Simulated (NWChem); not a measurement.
System: SnH₂S, singlet; SMILES [SH][SnH]

Here is an NWChem input.

```
start job
memory heap 200 mb stack 900 mb global 1100 mb
geometry units angstroms noautoz
  Sn     0.020811     0.626688     0.000000
  H     -1.757320     0.650780     0.000000
  S     -0.069791    -1.809349     0.000000
  H      1.270158    -1.991050     0.000000
end
basis spherical
  * library def2-svp
end
ecp
  Sn library def2-ecp
end
dft
  xc b3lyp
  iterations 150
  mulliken
end
task dft energy
```

Low-valent species are run as closed-shell singlets; no triplet was tried in these runs. Geometry: optimised at PBE0/def2-SVP. B3LYP is NWChem's, with the RPA form of VWN correlation. def2 effective core potentials on Sn; no spin-orbit coupling.

Q: What results follow from this input? (B3LYP/def2-SVP with def2 effective core potentials on Sn.) Quantities: basis functions; energy (Ha); highest occupied level (eV); orbital gap (eV); dipole (D).

A: 
- number of basis functions = 54
- energy (Ha) = -613.67
- highest occupied level (eV) = -6.58
- orbital gap (eV) = 3.78
- dipole (D) = 1.76
